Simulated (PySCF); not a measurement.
## Excitation energy of As²⁺ by level of theory

As²⁺ [Ar] 3d10 4s2 4p1 (2P) → As²⁺ [Ar] 3d10 4s1 4p1 4d1 (high-spin determinant), as a difference of total energies. Calculation: PySCF 2.14, in aug-cc-pVDZ-PP with ECP10MDF (5s4p3d, 32 functions); scalar relativity through the core potential. Correlated levels: valence: 3s2 3p6 3d10 frozen. The calculations carry no spin-orbit coupling.

```tsv
method	excitation energy (cm⁻¹)
UHF	170900
LDA	182180
PBE	178310
r2SCAN	178180
LC-wPBE	181120
wB97X	184770
MN15	175550
MP2 (valence)	177000
SCS-MP2 (valence)	178830
```

Q: Estimate what wB97M-V gives.

A: 181870 cm⁻¹, closest to LDA among the rows shown.

Q: Estimate what PBE0 gives.

A: 178060 cm⁻¹, closest to r2SCAN among the rows shown.

The promoted electron is Rydberg-like, and one or two diffuse shells describe it only roughly, which tends to raise the upper state.

The determinant of the upper state mixes LS terms, which raises its energy above the lowest term, most at the Hartree-Fock and MP2 levels.
